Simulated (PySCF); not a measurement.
Do core-level shifts follow atomic charges?

Compound: C₃H₅FOSi.
Z-matrix (Å and degrees, GFN2-xTB geometry), rows numbered from 1:
```
O 
C   1  1.2165
Si  2  1.9261  1  119.35
C   2  1.4782  1  118.99  3  -179.93
C   4  1.3251  2  125.72  1  -179.93
F   5  1.3368  4  123.10  2     0.01
H   3  1.4612  2  107.87  1   119.22
H   3  1.4586  2  105.25  1    -0.11
H   3  1.4613  2  107.97  1  -119.52
H   4  1.0815  2  116.01  1     0.15
H   5  1.0823  4  125.37  2  -179.99
```

Binding energies: delta-SCF UKS SCAN, pcX-2 on the ionised atom, pcseg-1 elsewhere, spin-free X2C (PySCF 2.14.0). Charges: PBE0/pcSseg-1 ground-state density, for the ionised atom.

```
atom         environment  C 1s (eV)  Mulliken (e)  IAO (e)  Hirshfeld (e)  ESP (e)
  C4    alkene CH carbon     291.14        -0.250   -0.252         -0.084   -0.446
  C2     carbonyl carbon     292.90        +0.031   +0.126         +0.065   +0.532
  C5  vinylic C–F carbon     293.65        +0.284   +0.174         +0.077   +0.067
```

Q: Give the correlation coefficient and slope of binding energy on charge for each scheme.

A: IAO: r = 0.98, slope 5.4 eV per e; Mulliken: r = 0.98, slope 4.7 eV per e; Hirshfeld: r = 0.97, slope 14.0 eV per e; ESP: r = 0.70, slope 1.8 eV per e. On 3 points no scheme stands out.

Q: The point-charge model writes a binding energy as kq + V + constant, with V the potential of the other atoms' charges at the site. What does it give with the IAO charges?

A: V = Σ 14.40 eV Å × q/r over all other atoms: +4.19 eV at C4, -2.92 eV at C2, -1.51 eV at C5. Fitting binding energy − V to q gives k = 20.9 eV per e and leaves an rms residual of 0.68 eV, against 0.20 eV for the fit on q alone. The model has no term for differences in relaxation between sites.

The unrestricted hole states depart most from a pure doublet (⟨S²⟩ = 0.75; over 0.85 named) for C 1s of C5 (0.85), which makes this value less certain. Isolated species at its GFN2-xTB geometry (one conformer only).
